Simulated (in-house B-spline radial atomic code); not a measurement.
Al⁶⁺. Computed with a B-spline radial atomic code. Model: all-electron spherical atom, spin shells full or empty, radial basis limit, no spin-orbit coupling, Breit or QED, empty-state partial waves extrapolated as (l+1/2)^-4, RPA, G0W0 and static COHSEX of the highest shell as one setting changes (uncorrelated shells keep exact exchange).

Empty levels are discrete states of a finite basis, so the steps are uneven.

Given: element Al; charge 6; filled core He; hamiltonian non-relativistic; mean-field start r2SCAN; highest l of empty states 9; lowest nl shells left uncorrelated 0; highest mean-field shell 2p up; box radius 9.29 bohr.

Shell: 2s 1 1, 2p 3 0 (electrons up and down).

```json
{"highest empty level kept (hartree)": "16.33", "RPA correlation energy (hartree)": "-0.19957", "G0W0 level (eV)": "-240.94", "G0W0 minus most complete (meV)": "808.8", "COHSEX level (eV)": "-243.94", "linearised minus solved G0W0 (meV)": "-52.2"}
{"highest empty level kept (hartree)": "32.67", "RPA correlation energy (hartree)": "?", "G0W0 level (eV)": "?", "G0W0 minus most complete (meV)": "?", "COHSEX level (eV)": "?", "linearised minus solved G0W0 (meV)": "?"}
{"highest empty level kept (hartree)": "57.17", "RPA correlation energy (hartree)": "-0.27007", "G0W0 level (eV)": "-241.42", "G0W0 minus most complete (meV)": "329.2", "COHSEX level (eV)": "-245.6", "linearised minus solved G0W0 (meV)": "-54.8"}
{"highest empty level kept (hartree)": "98", "RPA correlation energy (hartree)": "-0.30097", "G0W0 level (eV)": "-241.6", "G0W0 minus most complete (meV)": "149.9", "COHSEX level (eV)": "-246.1", "linearised minus solved G0W0 (meV)": "-56"}
{"highest empty level kept (hartree)": "163.33", "RPA correlation energy (hartree)": "-0.32488", "G0W0 level (eV)": "-241.67", "G0W0 minus most complete (meV)": "77.4", "COHSEX level (eV)": "-246.28", "linearised minus solved G0W0 (meV)": "-56.5"}
{"highest empty level kept (hartree)": "294", "RPA correlation energy (hartree)": "-0.34589", "G0W0 level (eV)": "-241.71", "G0W0 minus most complete (meV)": "33.7", "COHSEX level (eV)": "-246.39", "linearised minus solved G0W0 (meV)": "-56.8"}
{"highest empty level kept (hartree)": "490", "RPA correlation energy (hartree)": "-0.3608", "G0W0 level (eV)": "-241.73", "G0W0 minus most complete (meV)": "14", "COHSEX level (eV)": "-246.44", "linearised minus solved G0W0 (meV)": "-57"}
{"highest empty level kept (hartree)": "980", "RPA correlation energy (hartree)": "-0.37244", "G0W0 level (eV)": "-241.74", "G0W0 minus most complete (meV)": "3.8", "COHSEX level (eV)": "-246.46", "linearised minus solved G0W0 (meV)": "-57"}
{"highest empty level kept (hartree)": "1960", "RPA correlation energy (hartree)": "-0.37591", "G0W0 level (eV)": "-241.75", "G0W0 minus most complete (meV)": "0.9", "COHSEX level (eV)": "-246.47", "linearised minus solved G0W0 (meV)": "-57.1"}
{"highest empty level kept (hartree)": "4083.3", "RPA correlation energy (hartree)": "?", "G0W0 level (eV)": "?", "G0W0 minus most complete (meV)": "?", "COHSEX level (eV)": "?", "linearised minus solved G0W0 (meV)": "?"}
{"highest empty level kept (hartree)": "9800", "RPA correlation energy (hartree)": "-0.37824", "G0W0 level (eV)": "-241.75", "G0W0 minus most complete (meV)": "0", "COHSEX level (eV)": "-246.47", "linearised minus solved G0W0 (meV)": "-57.1"}
{"highest empty level kept (hartree)": "32667", "RPA correlation energy (hartree)": "-0.37835", "G0W0 level (eV)": "-241.75", "G0W0 minus most complete (meV)": "0", "COHSEX level (eV)": "-246.47", "linearised minus solved G0W0 (meV)": "-57.1"}
```

(1) What follows for highest empty level kept = 4083.3?

(2) What follows for highest empty level kept = 32.67?

## Answers

(1) RPA correlation energy -0.37765 hartree; G0W0 level -241.75 eV; G0W0 minus most complete 0.2 meV; COHSEX level -246.47 eV; linearised minus solved G0W0 -57.1 meV.

(2) RPA correlation energy -0.24213 hartree; G0W0 level -241.24 eV; G0W0 minus most complete 513 meV; COHSEX level -245.02 eV; linearised minus solved G0W0 -53.7 meV.
